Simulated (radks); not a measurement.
Fractional charge and spin in the 2s shell of fluorine: the spin-up occupation runs from 0 to 1 and the spin-down occupation from 0 to 1; the fullest corner is F+, [He] 2p(up 2, down 2) 2s(up 1, down 1). Calculated with a radial shooting solver on a logarithmic mesh with Libxc functionals: non-relativistic Kohn-Sham, BLYP, spin-polarised, spherical densities, point nucleus. Energy (eV) minus the two flat planes that join the four corners (they meet along the diagonal where the two added fractions sum to one electron); zero is where a piecewise linear energy would lie.

down \ up       0    0.25     0.5    0.75       1
0           0.000  -1.983  -2.634  -1.968   0.000
0.25       -1.983  -2.453  -1.624   0.492  -1.790
0.5        -2.634  -1.624   0.656  -1.475  -2.372
0.75       -1.968   0.492  -1.475  -2.221  -1.768
1           0.000  -1.790  -2.372  -1.768   0.000

Corners above the fullest one (they belong to F2+ and the next ion): (up 1, down 0) 56.525 eV, (up 0, down 1) 56.525 eV, (up 0, down 0) 135.71 eV. With half an added electron in each spin the energy lies 0.656 eV from the planes, and with half an added electron in spin up alone -2.634 eV. The planes are only a guide here: the flat-plane condition holds for ground states with one frontier orbital, while this shell lies below other occupied shells, so the corners above the fullest one are inner-hole states and not the ground states of those ions.
